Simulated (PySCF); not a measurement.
Solvent effects on NMR parameters

Numbering as in the mapped SMILES `[CH3:1][CH2:2][CH2:3]/[C:4]([CH3:5])=[CH:6]/[CH2:7][F:8]` (H(Xn): hydrogen on atom n).

GIAO PBE0/pcSseg-1 in PySCF on one PBE0-D3(BJ)/def2-SVP conformer, non-relativistic, equivalent nuclei averaged. Solvents enter as an IEF-PCM continuum (cyclohexane with ε = 2.0, water with ε = 78.4) around the gas-phase geometry. Shifts are referred to TMS, CFCl3 computed in the same medium.

Gas phase, δ in ppm: C4 147.8, C6 130.0, C7 79.8, C3 48.0, C2 26.1, C5 17.3, C1 16.7, F8 -236.2, H(C6) 5.80, H(C7) 4.93, H(C3) 1.89, H(C5) 1.68, H(C2) 1.20, H(C1) 1.02. Dipole moment 2.52 D.

(1) How does each δ change in the continuum?

(2) Which nuclei move most (in ppm), and what does the model miss?

Answers

(1) 
| atoms | environment | Δδ, cyclohexane | Δδ, water |
| --- | --- | --- | --- |
| C4 | fully substituted alkene carbon | +2.0 | +5.2 |
| C6 | alkene CH | -0.7 | -1.6 |
| C7 | allylic sp3 CH2 bonded to F | +0.8 | +2.0 |
| C3 | allylic sp3 CH2 | +0.2 | +0.4 |
| C2 | sp3 CH2 | +0.3 | +0.8 |
| C5 | allylic methyl carbon | +0.3 | +0.7 |
| C1 | methyl carbon | +0.1 | +0.3 |
| F8 | fluorine on an sp3 carbon | -2.2 | -5.0 |
| H(C6) | hydrogen on an alkene CH | 0.00 | -0.01 |
| H(C7) | hydrogen on an allylic sp3 CH2 bonded to F | +0.08 | +0.22 |
| H(C3) | hydrogen on an allylic sp3 CH2 | +0.02 | +0.05 |
| H(C5) | hydrogen on an allylic methyl carbon | +0.04 | +0.10 |
| H(C2) | hydrogen on an sp3 CH2 | +0.01 | +0.04 |
| H(C1) | hydrogen on a methyl carbon | 0.00 | -0.01 |

Changes are relative to the gas phase. The dipole moment becomes 2.74 D in cyclohexane, 3.10 D in water.

(2) C4 (fully substituted alkene carbon, +5.2 ppm) in water. A continuum only polarises the solute; specific hydrogen bonds, the anisotropy of aromatic solvents and changes of geometry or conformer are outside it.
